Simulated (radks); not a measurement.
Results of a calculation; reference values are marked as such.
Q: Coherent X-ray form factor from a spherical all-electron density. Code: a radial shooting solver on a logarithmic mesh with Libxc functionals. Model: scalar-relativistic Kohn-Sham, LB94 model potential, spin-unpolarised, spherical densities, finite nucleus; Fermi nuclear charge, rms radius of each element as measured or else 0.836 A^(1/3) + 0.57 fm.

| sin(theta)/lambda (1/angstrom) | f0 (electrons) |
|---|---|
| 0.05 | 17.535 |
| 0.1 | 16.299 |
| 0.15 | 14.656 |
| 0.2 | 12.971 |
| 0.25 | 11.479 |
| 0.3 | 10.268 |
| 0.4 | 8.617 |
| 0.5 | 7.620 |
| 0.6 | 6.899 |
| 0.8 | 5.642 |
| 1 | 4.466 |
| 1.25 | 3.268 |
| 1.5 | 2.449 |
| 2 | 1.631 |

The species is in the configuration that NIST lists as its ground one. Which atom or ion scatters so?

A: Neutral argon, [Ar]. Extrapolating in s^2 from the first two rows gives f0(0) = 17.9, near the electron count 18; among species with that count, the fall with angle is slower the higher Z, and the table is that of Z = 18; from so few rows the species is fixed only to a neighbour or two.
